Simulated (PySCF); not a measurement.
F3Fe, SMILES [F][Fe+]([F])[F] (connectivity only; charge and spin as stated), charge +1, multiplicity 5.

The structure is a stationary point at PBE0-D3(BJ)/def2-SVP. The spin state was assumed, not searched.

The numbers are results of PBE0-D3(BJ)/def2-SVP (PySCF 2.14.0), not measurements.

Frequencies are harmonic and unscaled.

```tsv
mode	ν (cm⁻¹)	IR (km/mol)	moving atoms (share of kinetic energy)
1	145	53.0	F 51 %, Fe 49 %
2	205	17.2	F 78 %, Fe 22 %
3	229	0.7	F 91 %, Fe 9 %
4	705	0.1	F 100 %
5	808	55.8	F 71 %, Fe 29 %
6	890	108.1	F 59 %, Fe 41 %
```
